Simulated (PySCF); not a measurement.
Al⁺ (aluminium, charge +1) across methods

[Ne] 3s1 3d1, high-spin 3D determinant (an excited configuration). Computed with PySCF 2.14 in dyall-av3z, with scalar relativity by spin-free X2C-1e.

```tsv
method	E (hartree)	mean ε 2p β (eV)	mean ε 3s α (eV)	mean ε 3d α (eV)	Σ⟨r²⟩ (bohr²)	⟨S²⟩
PBE0	-242.0621	-87.543	-18.978	-5.827	31.02	2.000
wB97M-V	-242.1509	-89.964	-21.248	-6.718	32.67	2.000
TPSSh	-242.1876	-85.046	-18.276	-5.540	30.39	2.000
PBE	-242.0485	-82.708	-17.925	-5.430	30.29	2.000
r2SCAN	-242.1481	-84.514	-18.104	-5.353	30.59	2.000
LDA	-241.1182	-82.919	-18.144	-5.283	30.93	2.000
UHF	-241.71012	-100.93	-21.783	-6.650	34.63	2.000
BHandHLYP	-242.1726	-92.388	-19.960	-6.011	32.42	2.000
TPSS	-242.1970	-83.157	-17.856	-5.384	30.07	2.000
```

The outer electron is Rydberg-like, and this basis confines it to a smaller radius and binds it less than a complete one would.
